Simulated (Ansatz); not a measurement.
Cost and result for the atomization energy of C2H8BGa (`C[BH][GaH][CH3]`) (12 atoms, 11 bonds).

```xyz
12

C     0.1776   -0.5951   -2.1841
B     0.3077    0.5664   -1.1544
Ga    0.6704    0.3627    0.8860
C    -0.7166    0.0850    2.2708
H    -0.9143   -0.7069   -2.3078
H     0.5484   -0.3421   -3.1817
H     0.5605   -1.5721   -1.8859
H     0.1240    1.6770   -1.5858
H     2.1491    0.4417    1.4554
H    -0.5204   -0.8544    2.7968
H    -1.7314    0.0557    1.8732
H    -0.6550    0.8821    3.0174
```

Charge 0, multiplicity 1. Correlated methods include outer-core shells of Ga, which these sets cover unevenly. Scalar relativity is left out up to krypton. The structure was optimised at the PBE0-D4/def2-TZVP level. It is one conformer, not always the lowest. Program: Ansatz. All runs use 4 threads of an Arm Neoverse V2 on a shared host. Times are those of one run each, without the atoms' runs, and a repeat can differ threefold. Electronic energies, without spin–orbit coupling; frozen cores. CCSD(T)/CBS adds CCSD(T) − MP2 in def2-TZVPP to the MP2 limit, and its time is that of the two runs behind it. T1 = 0.012. With those shells the extrapolation isn't a true limit. B3LYP takes the VWN-RPA correlation (the form of Gaussian; ORCA's B3LYP/G).

CCSD(T)/CBS is a level of theory with its own doubt, some kJ/mol a heavy atom from the limit and from the frozen cores, so smaller differences don't rank the functionals.

```tsv
level	functions	wall time	atomization (kcal/mol)	difference from CCSD(T)/CBS	per bond
PBE-D4/def2-TZVPP (with forces)	253	2.1 s	982.6	9.4	0.9
PBE0-D4/def2-TZVPP	253	2.4 s	976.5	3.3	0.3
r2SCAN-D4/def2-TZVPP (with forces)	253	3.7 s	979.5	6.3	0.6
B3LYP-D4/def2-TZVPP (with forces)	253	3.8 s	973.8	0.6	0.1
B2PLYP/def2-TZVPP	253	4.5 s	964.5	-8.7	-0.8
ωB97X-V/def2-TZVPP	253	6.5 s	976.3	3.1	0.3
ωB97M-V/def2-TZVPP (with forces)	253	10 s	974.8	1.6	0.1
MP2/def2-QZVPP	500	21 s	970.2	-3.0	-0.3
CCSD(T)/def2-TZVPP	253	2.5 min	955.8	-17.4	-1.6
CCSD(T)/CBS(def2)	–	2.8 min	973.2	0.0	0.0
```

From PBE to PBE0 (25 % exact exchange), in def2-TZVPP and without D4, the atomization energy moves by −5.5 kcal/mol: exact exchange takes away binding that semilocal exchange gives to molecules. In def2-TZVPP, CCSD(T) changes the Hartree–Fock value by +207.7 kcal/mol (the triples alone add +9.6 kcal/mol) and MP2 by +212.0 kcal/mol; breaking electron pairs costs correlation energy, which Hartree–Fock lacks. The D4 term adds +7.5 kcal/mol with B3LYP and +4.0 kcal/mol with PBE0; it sums over pairs of atoms, weighted by their polarisabilities, and B3LYP, whose exchange is more repulsive, gets the larger term.
